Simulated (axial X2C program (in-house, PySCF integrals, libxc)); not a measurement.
# What spin–orbit coupling does to PSe

Calculated with an in-house all-electron X2C program for linear molecules (integrals from PySCF). Spin-free means the one-electron spin-free X2C Hamiltonian; two-component (2c) means X2C with spin–orbit coupling and atomic mean-field two-electron Coulomb and Gaunt terms, so the difference of the two also holds small scalar two-electron terms. Basis: Se dyall-cv3z [8s9p6d4f1g], P dyall-v3z [8s7p2d1f] (cores contracted in-house); Gaussian nuclei, density fitting, unrestricted open shells. Masses: Se 79.917 u, P 30.974 u.

Spin-free state: M_S = 1/2, Λ = 1 (beyond evenly filled blocks: π+α); fragments Se + P.

| level | Re (Å) | ωe (cm⁻¹) | De (eV) | μ (D) |
| --- | --- | --- | --- | --- |
| BP86 | 2.061 | 545.4 | 4.223 | 0.08 |

Dipoles are positive if P is the positive end.

**Question.** Within this multiplet, which Ω should lie lowest by the rule for regular and inverted multiplets?

**Answer.** The open π shell holds one electron, so the multiplet is regular: Ω = Λ − 1/2 = 1/2. The PBE0 2c search agrees.

Two-component determinant lowest at the distance of the search:

Ω = 1/2 (⟨Sz⟩ = -0.50, ⟨Lz⟩ = 1.00 at BP86); fragments Se + P.

```csv
level,Re (Å),ωe (cm⁻¹),De (eV),μ (D)
BP86,2.063,543.4,4.218,0.04
```

**Question.** From the two tables, how do the constants change at the BP86 level (2c against spin-free)?

**Answer.** At the BP86 level Re rises by 0.002 Å and ωe goes down by 2.0 cm⁻¹; De changes by -0.005 eV.

The state is one determinant whose occupation by symmetry is held fixed; it was picked as the lowest of a PBE0 search that is not exhaustive. De is counted from the lowest determinant-based energies of the atoms at the same level, without counterpoise correction. Density functionals use the spin component along the axis (collinear). The functionals have no current-density term, which raises determinants with orbital currents, atoms included.
